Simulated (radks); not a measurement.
Spherical jellium clusters: N electrons in a uniform positive sphere of charge N and radius rs N^(1/3), rs = 2.44 bohr. Method: non-relativistic Kohn-Sham, LDA (Slater exchange, Perdew-Wang correlation), spin-polarised, spherical densities; computed with a radial shooting solver with Libxc functionals. Levels are named by radial order and angular momentum (1s, 1p, 1d, 2s, ...), and open shells are averaged over m.

N = 13, configuration 1s2 1p6 1d(up 5, down 0). This is the lowest configuration that the search found. Occupied and some empty levels:

level,occupation,eigenvalue (eV),<r> (bohr)
1s up,1,-9.3237,3.637
1s down,1,-8.6856,3.494
1p up,3,-6.6665,4.533
1p down,3,-5.8212,4.500
1d up,5,-3.6549,5.370
2s up,0,-3.0393,5.354
1d down,0,-2.7842,5.484
2s down,0,-2.5355,5.572
2p up,0,-0.81045,8.266
1f up,0,-0.64172,6.706
2p down,0,-0.49909,9.199

Energy (eV): total -12.0667, kinetic 54.171, external -918.04, Hartree 440.34, exchange-correlation -69.471, background 480.93.
